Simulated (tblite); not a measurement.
C5H7N2OP.
Atom-mapped SMILES: `[CH2:1]=[CH:2][n:3]1[n:4][cH:5][p:6][c:7]1[O:8][CH3:9]` (hydrogens: H10, H11 on C1; H12 on C2; H13 on C5; H14, H15, H16 on C9)

Geometry (GFN2-xTB, Å), atoms numbered from 1 in this order:
```
atom  x, y, z in Å
C1    -2.3636   -1.7307    0.3106
C2    -1.1091   -1.3223    0.2063
N3    -0.7586    0.0136    0.0305
N4    -1.6901    0.9622   -0.0434
C5    -1.1476    2.1302   -0.2076
P6     0.6131    2.1779   -0.2906
C7     0.5219    0.4575   -0.0794
O8     1.5017   -0.4641   -0.0108
C9     2.8069    0.0517   -0.1282
H10   -2.5969   -2.7701    0.4459
H11   -3.1771   -1.0294    0.2619
H12   -0.2545   -1.9802    0.2482
H13   -1.7889    2.9903   -0.2830
H14    2.9402    0.5549   -1.0912
H15    3.4802   -0.8000   -0.0541
H16    3.0149    0.7675    0.6735
```

Method: GFN2-xTB as coded in tblite; computed harmonic values from a numerical Hessian at the method's own geometry, unscaled. Errors from tens to a few hundred cm⁻¹ against measured bands are possible. One conformer, not necessarily the lowest.

How many normal modes are there?

16 atoms, non-linear: 3N − 6 = 42.

What is the point group of the computed structure, and how do the modes divide by symmetry?

Cs. The vibrations span 28 a′ + 14 a″.

How many distinct wavenumbers does the calculation give?

42: Cs has no degenerate species.

How many fundamentals are allowed in the infrared by symmetry?

42 of 42: in Cs every mode is allowed. All fundamentals are allowed in the Raman spectrum.

How far is the lowest real mode excited at 200 K, as a harmonic oscillator?

θ = hcν̃/k = 123 K for 85.5 cm⁻¹, so N1/N0 = 0.54 and ⟨v⟩ = 1/(exp(θ/T) − 1) = 1.2.
